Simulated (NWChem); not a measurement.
System: ZrCl3F; SMILES [F][Zr]([Cl])([Cl])[Cl]

Here is an NWChem input.

```
start job
memory heap 200 mb stack 900 mb global 1100 mb
geometry units angstroms noautoz
  Zr     0.000000     0.000000     0.205450
  F      0.000000     0.000000     2.085806
  Cl     1.761005     1.320961    -0.555573
  Cl    -2.024489     0.864595    -0.555573
  Cl     0.263483    -2.185556    -0.555573
end
basis spherical
  * library def2-svp
end
ecp
  Zr library def2-ecp
end
dft
  xc kt2
  iterations 150
  mulliken
end
task dft energy
```

Coordinates come from a PBE0/def2-SVP optimisation. def2 effective core potentials on Zr; no spin-orbit coupling.

Q: Give the results of this calculation. (KT2/def2-SVP with def2 effective core potentials on Zr.) Quantities: energy (Ha); highest occupied level (eV); orbital gap (eV).

A: energy (Ha): -1538.93
highest occupied level (eV): -8.33
orbital gap (eV): 5.00
